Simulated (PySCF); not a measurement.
C6H10AsN.
Geometry (PBE0-D3(BJ)/def2-SVP, Å), atoms numbered from 1 in this order:
```
atom  x, y, z in Å
C1    -1.3109    0.4757    1.0243
C2    -0.4755   -0.2050   -0.0327
C3     0.9482    0.3156   -0.1815
As4    2.0313   -0.0274    1.4899
C5     0.9848    1.7375   -0.4777
N6     1.0081    2.8775   -0.6839
C7    -1.1539   -0.6690   -1.2923
C8    -0.6716   -1.6733   -0.2862
H9    -2.3200    0.0412    1.0593
H10   -1.4112    1.5519    0.8130
H11   -0.8633    0.3677    2.0254
H12    1.4535   -0.2121   -1.0038
H13    3.3630    0.2754    0.8122
H14    2.1555   -1.5190    1.1921
H15   -2.2295   -0.4945   -1.3807
H16   -0.6091   -0.5797   -2.2360
H17   -1.4116   -2.1990    0.3229
H18    0.2047   -2.2766   -0.5407
```

Level: wB97X-D/def2-SVPD in PySCF, non-relativistic, on one gas-phase PBE0-D3(BJ)/def2-SVP geometry that isn't relaxed in the solvent. The solvent is an IEF-PCM continuum (Bondi radii, 1.10 Å for H, scaled by 1.2), and excitations are vertical TDDFT with non-equilibrium linear response and a frozen core. The model holds no explicit solvent molecules, cavitation or dispersion. Spin–orbit coupling is left out although an atom past zinc is present.

```json
{"run": "gas", "E − E(gas) (kJ/mol)": "0.00", "HOMO (eV)": "-9.46", "HOMO–LUMO gap (eV)": "10.76", "dipole (D)": "4.17", "lowest singlet (eV)": "6.37", "static polarisability (au)": "103.5"}
{"run": "P", "E − E(gas) (kJ/mol)": "-21.45", "HOMO (eV)": "-9.25", "HOMO–LUMO gap (eV)": "10.71", "dipole (D)": "5.23", "lowest singlet (eV)": "6.24", "static polarisability (au)": "132.7"}
{"run": "Q", "E − E(gas) (kJ/mol)": "-28.84", "HOMO (eV)": "-9.19", "HOMO–LUMO gap (eV)": "10.68", "dipole (D)": "5.64", "lowest singlet (eV)": "6.24", "static polarisability (au)": "145.7"}
```

Q: The runs were made in acetone and chloroform. Which run belongs to which solvent?

A: P = chloroform, Q = acetone. The dielectric constants are 4.711 (chloroform), 20.49 (acetone), and the energy falls further as ε rises. The optical constants n² used for the excitations are 2.09, 1.85 in the same order. In this model the ground state sees the solvent through ε alone.

Q: How constant is the ratio of the lowering to (ε − 1)/(2ε + 1)?

A: 
```csv
solvent,(ε − 1)/(2ε + 1),E − E(gas) (kJ/mol),ratio (kJ/mol),polarisation term (kJ/mol)
chloroform,0.356,-21.45,-60.2,-25.21
acetone,0.464,-28.84,-62.1,-35.96
```

The ratio changes by +3.1 % in size from chloroform to acetone. The polarisation term is half the interaction of the solute with the induced surface charges.

The pairwise dispersion term of wB97X-D wasn't added to the energies; at a given geometry it leaves orbitals and properties as they are.
